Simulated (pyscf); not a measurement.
Concerted two-bond exchange: `[AsH2][InH2]` -> `[AsH2][InH2]`

Gas phase, singlet surface, charge 0. Bonds broken: As1–H5, In2–H3. Bonds formed: As1–H3, In2–H5. Structures and frequencies: ωB97X-D3(BJ)/def2-SVP in PySCF. MP2 and CC: frozen core, UHF for open shells. ΔMP2 is the change of the MP2 total energy from the triple- to the quadruple-zeta basis.

Transition state (Å):

```xyz
6

As    -1.0750     0.9222    -0.2742
In     1.1978     0.0637     0.5911
H      1.1694     1.8185     0.2421
H     -1.4688    -0.3101    -1.0876
H      0.8980    -0.6964    -0.9767
H      2.1321    -0.6099     1.8294
```

One imaginary mode, 782i cm⁻¹; descent along it reached the two sides named.

| bond | change | reactant side (Å) | saddle | product side |
|---|---|---|---|---|
| As1–H5 | breaks | 1.516 | 2.6 | 3.7 |
| In2–H3 | breaks | 1.730 | 1.789 | 3.0 |
| As1–H3 | forms | 3.7 | 2.471 | 1.519 |
| In2–H5 | forms | 3.0 | 1.768 | 1.729 |

Electronic energies relative to the reactant's lowest minimum found (kcal/mol):

```tsv
level	barrier	reaction energy	reverse barrier
ωB97X-D3(BJ)/def2-TZVP	67.2	0.0	67.2
PBE/def2-TZVP	60.1	0.0	60.1
r²SCAN/def2-TZVP	64.2	0.0	64.2
B3LYP-D3(BJ)/def2-TZVP	63.1	0.0	63.1
PBE0-D3(BJ)/def2-TZVP	65.1	0.0	65.1
M06-2X/def2-TZVP	65.7	0.0	65.7
ωB97M-D3(BJ)/def2-TZVP	65.1	0.0	65.1
HF/def2-TZVP	72.7	0.0	72.7
MP2/def2-QZVPP	70.3	0.0	70.3
CCSD/def2-TZVPP	67.4	0.0	67.4
CCSD(T)/def2-TZVPP	65.7	0.0	65.7
CCSD(T)/def2-TZVPP + ΔMP2(QZVPP)	65.1	0.0	65.1
```

With CCSD(T)/def2-TZVPP + ΔMP2(QZVPP) energies and thermal terms (ideal gas, 1 atm, RRHO with modes under 100 cm⁻¹ raised to 100, one conformer, R ln 2 for chiral ones without a mode under 150 cm⁻¹), in kcal/mol:

```tsv
T (K)	ΔH‡	ΔG‡	ΔH	ΔG
298	63.1	63.3	0.0	0.0
600	62.8	63.6	0.0	0.0
900	62.4	64.1	0.0	0.0
1200	61.9	64.7	0.0	0.0
```

The same reactants have a lower exit, to AsH₃ + InH [singlet] (barrier +53.9 kcal/mol at ωB97M-D3(BJ)/def2-TZVP, against +65.1 kcal/mol here). This is the saddle that the search found; another between the same sides may lie lower. One closed-shell reference is unstable to symmetry breaking; treat the single-reference values with care. The CCSD(T) − MP2 part came from Ansatz, without density fitting, on the same reference. The frozen core leaves the outer d or s,p core shells of the metals and heavy elements correlated in the MP2 and CC values, and def2-TZVPP describes them poorly, which can shift differences by a few kcal/mol. Elements up to Kr have no core potential and no relativistic terms here. Elements past Kr carry the def2 core potentials, without spin-orbit coupling.
